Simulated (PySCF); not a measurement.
## Working out the ionisation energy of Ga

Ga [Ar] 3d10 4s2 4p1 (2P) → Ga⁺ [Ar] 3d10 4s2 (1S). All numbers are calculated (PySCF 2.14, scalar relativity through the core potential, in aug-cc-pVDZ-PP with ECP10MDF). Frozen: 3s2 3p6 3d10. Energies in hartree (1 hartree = 27.21139 eV):

```json
{"part": "UHF", "Ga (lower)": "-258.291230", "Ga⁺ (upper)": "-258.088334"}
{"part": "CCSD correlation", "Ga (lower)": "-0.043398", "Ga⁺ (upper)": "-0.035418"}
{"part": "(T)", "Ga (lower)": "-0.000541", "Ga⁺ (upper)": "0.000000"}
```

Task: What does Hartree-Fock give?

Result: (-258.088334) − (-258.291230) = 0.202896 hartree = 5.521 eV.

Task: What do CCSD and CCSD(T) give?

Result: The CCSD correlation energies differ by 0.007980 hartree = 0.217 eV and the triples by 0.000541 hartree = 0.015 eV, so CCSD gives 5.738 eV and CCSD(T) 5.753 eV.

Measured between the centres of the two terms (NIST): 5.931 eV, so CCSD(T) (valence) is off by -0.178 eV.

A double-zeta basis recovers only part of the correlation energy.

What remains against the reference includes basis incompleteness, the frozen core and higher excitations.
